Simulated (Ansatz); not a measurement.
One geometry of ClH$_{5}$OSi$_{2}$ (`O[SiH2][SiH2]Cl`), several functionals.

```yaml
crystal:
  periodic: [false, false, false]
  atoms:
    - {symbol: O, position_ang: [-1.940579, 0.469008, -0.094356]}
    - {symbol: Si, position_ang: [-0.430837, 0.947005, 0.365318]}
    - {symbol: Si, position_ang: [1.118907, -0.645475, -0.395368]}
    - {symbol: Cl, position_ang: [0.206885, -2.468787, 0.006870]}
    - {symbol: H, position_ang: [-2.151999, -0.459109, 0.028638]}
    - {symbol: H, position_ang: [-0.204491, 2.284689, -0.234699]}
    - {symbol: H, position_ang: [-0.300366, 1.050623, 1.846354]}
    - {symbol: H, position_ang: [1.369763, -0.599223, -1.858146]}
    - {symbol: H, position_ang: [2.421217, -0.625130, 0.318390]}
basis:
  gaussian: {orbitals: def2-TZVPP}
hamiltonian: {xc: {name: wB97X-V}}
output: {orbitals: {seedname: orbitals}}
```

```sh
$ ansatz run in.yaml --threads 2 --pin off --events-out ev --progress --plain
```

Shortened log:

```
Functional definition: wB97X-V
1338 factors; their error is unknown
277 factors; integrals over basis functions are off by at most 2.6e-5 eV
mean field evaluation 1: about -30401.9011 eV, gradient 4.7e1 eV
mean field evaluation 2: about -30400.9286 eV, gradient 5.4e1 eV
mean field evaluation 4: about -30405.5895 eV, gradient 1.1e0 eV
mean field evaluation 8: about -30405.6326 eV, gradient 1.9e-1 eV
mean field evaluation 16: about -30405.6326 eV, gradient 3.5e-5 eV
mean field -30405.63263978 eV, -1117.3863898338 hartree, gradient 3.5e-5 eV, S^2 0.000000; 0 other end points of the search recorded, 0 dependent functions left out
reference -30405.63263761 eV, -1117.3863897543 hartree; 29, 29 occupied and 198, 198 virtual orbitals, 1338 factors
Total energy: -30405.63263761 eV, -1117.3863897543 hartree
```

Hardware: 2 threads of a server CPU on a shared host. Wall time 7 s, peak host memory 0.67 GiB.

With the line `hamiltonian: {xc: {name: PBE-QIDH}}` (abridged; 4.5 s):

```
Functional definition: PBE-QIDH
mean field evaluation 16: about -30383.5882 eV, gradient 4.1e-5 eV
mean field -30383.58819320 eV, -1116.5762713643 hartree, gradient 3.5e-6 eV, S^2 0.000000
16 core orbitals not correlated: weight in the atoms' cores, before any rotation towards them, 1.000 or more for the frozen orbitals, at most 0.000 for the correlated occupied ones
second order -20.77740581 eV of doubles, -0.00000000 eV of singles
Total energy: -30390.51400885 eV, -1116.8307903950 hartree
```

With the line `hamiltonian: {xc: hse06, dispersion: d4}` (abridged; 3.4 s):

```
Functional definition: HSE06
mean field evaluation 16: about -30396.9482 eV, gradient 3.5e-5 eV
mean field -30396.94824292 eV, -1117.0672441358 hartree, gradient 3.5e-5 eV, S^2 0.000000
Total energy: -30397.12393218 eV, -1117.0737005972 hartree
```

With the line `hamiltonian: {xc: {name: r2SCAN0}, dispersion: d4}` (abridged; 4.2 s):

```
Functional definition: r2SCAN0
mean field evaluation 16: about -30406.7832 eV, gradient 7.9e-5 eV
mean field -30406.78320872 eV, -1117.4286724626 hartree, gradient 7.9e-5 eV, S^2 0.000000
Total energy: -30406.84565265 eV, -1117.4309672346 hartree
```

With the line `hamiltonian: {xc: {name: B3LYP}, dispersion: d4}` and forces (abridged; 4 s):

```
Functional definition: B3LYP
mean field evaluation 16: about -30412.3028 eV, gradient 3.5e-5 eV
mean field -30412.30279115 eV, -1117.6315133754 hartree, gradient 3.5e-5 eV, S^2 0.000000
Total energy: -30412.65820506 eV, -1117.6445745959 hartree
Atom 0 force    -0.093855    -0.061418    -0.022265 eV/Å
Atom 1 force     0.156500     0.193067     0.099228 eV/Å
Atom 2 force     0.206035     0.157365    -0.098073 eV/Å
Atom 3 force    -0.097784    -0.211125     0.044212 eV/Å
Atom 4 force    -0.064261    -0.017146    -0.016915 eV/Å
Atom 5 force    -0.017154    -0.072755     0.039392 eV/Å
Atom 6 force    -0.010941     0.001432    -0.084350 eV/Å
Atom 7 force    -0.006758     0.004779     0.087345 eV/Å
Atom 8 force    -0.071783     0.005801    -0.048574 eV/Å
Dipole moment:     0.141153     0.062530     0.031586 e Å
```

Changing it to `hamiltonian: {xc: {name: CAM-B3LYP}, dispersion: d4}` (abridged; 4.2 s):

```
Functional definition: CAM-B3LYP
mean field evaluation 16: about -30410.6853 eV, gradient 1.5e-5 eV
mean field -30410.68526181 eV, -1117.5720702688 hartree, gradient 1.5e-5 eV, S^2 0.000000
Total energy: -30410.87791891 eV, -1117.5791502866 hartree
```

HSE06 is the plane-wave form, built on full-range PBE exchange.

B3LYP takes the VWN-RPA correlation (the form of Gaussian; ORCA's B3LYP/G).
